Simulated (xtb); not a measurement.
InCl, SMILES [In][Cl] (connectivity only; charge and spin as stated), neutral, multiplicity 1. All values are semi-empirical tight-binding results from xtb (GFN2-xTB unless named), good for trends rather than for accurate numbers. The structure is a stationary point at GFN2-xTB.

Optimised geometry:

Bond lengths (Å): In1–Cl2 2.387.
Charge 0, spin multiplicity 1.

For metal compounds this method's bond lengths and energies can be far off.

**Question.** Estimate the properties. (The exact figures need the calculation; the answer reports its results.)

**Answer.** 
The point group as xtb finds it comes out as C∞v and the orbital gap comes out as 5.22 eV.

**Question.** Give the atomic charges and the Wiberg bond orders between heavy atoms. (The exact figures need the calculation; the answer reports its results.)

**Answer.** charges (e) In1 0.40, Cl2 -0.40. Bond orders In1–Cl2 1.10.
